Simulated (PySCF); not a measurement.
## LiCa⁺: from constants to spectrum

RHF-CCSD(T) constants of LiCa⁺, ¹Σ⁺ (singlet), closed shell (Li 6-31G(d,p), Ca 6-31G(d,p); no relativity (PySCF 2.14); masses 7.0160 and 39.9626 u):

| Property | Result |
| --- | --- |
| ωe | 241.8 cm⁻¹ |
| ωexe | 1.48 cm⁻¹ |
| Be | 0.25798 cm⁻¹ |
| αe | 0.00240 cm⁻¹ |
| De to Li⁺ + Ca | 1.21 eV |

Q: What force constant and bond length do these constants imply?

A: Reduced mass μred = 5.9682 u; k = 5.8918×10⁻⁷·μred·ωe² (u, cm⁻¹, mdyn/Å) = 0.206 mdyn/Å; Re = √(16.8576/(μred·Be)) (u, cm⁻¹, Å) = 3.309 Å.

Q: Estimate the centrifugal constant D from the Kratzer relation and find the Dunham coefficient a1.

A: D = 4Be³/ωe² = 1.17e-06 cm⁻¹; a1 = −1 − αeωe/(6Be²) = -2.45.

Correlated steps freeze 5 core orbitals. Correlated levels converge slowly with the basis: in double zeta they bind strong bonds too weakly, by up to about 1 eV, and carry superposition errors of some tenths. For an ion De counts to the pair picked by the measured ionisation energies or electron affinities, which need not be the lowest pair at this level.
